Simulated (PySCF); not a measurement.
Calculation: B3LYP-D3(BJ)/def2-TZVP in PySCF 2.14.0. Gas-phase values, no solvent. B3LYP has the VWN-RPA correlation part, as in Gaussian. 

Reference species (SMILES): `[GeH3][C](F)(F)F` (neutral, multiplicity 1).

The dipole moment is 2.28 D.

Changed species: `CC(F)(F)F` (whole molecule; the reference has whole molecule).

Question: Predict the effect on the dipole moment.

Answer: the dipole moment rises by 0.06 D, to 2.34 D.
